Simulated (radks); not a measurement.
Results of a calculation; reference values are marked as such.
Initial-state core-level shifts of the mercury ion Hg3+ when its valence configuration changes from [Xe] 4f14 5d9. Level of theory: scalar-relativistic Kohn-Sham, PBEsol, spin-polarised, spherical densities, point nucleus; open shells are filled with parallel spins first (spin-orbit coupling, left out, can overturn this in heavy ions) (a radial shooting solver on a logarithmic mesh with Libxc functionals). Shifts are changes of the shell-averaged eigenvalues in eV (positive: less bound).

valence                2p       3p       4s       4p
4f14 5d8.5 6p0.5   -3.079   -3.044   -3.016   -3.013
4f13 5d10         -14.420  -16.630  -14.087  -13.466
4f13 5d9 6s1      -19.140  -21.255  -18.634  -18.006
4f13 5d9 6p1      -20.781  -22.915  -20.299  -19.670
4f14 5d7 6p2      -12.389  -12.221  -12.084  -12.073
4f13.5 5d9 6p0.5  -10.280  -11.337  -10.074   -9.765
4f14 5d8 6p1       -6.170   -6.096   -6.035   -6.030
4f13 5d8 6s2      -24.085  -26.084  -23.368  -22.734
4f12 5d10 6s1     -34.192  -38.617  -33.117  -31.828
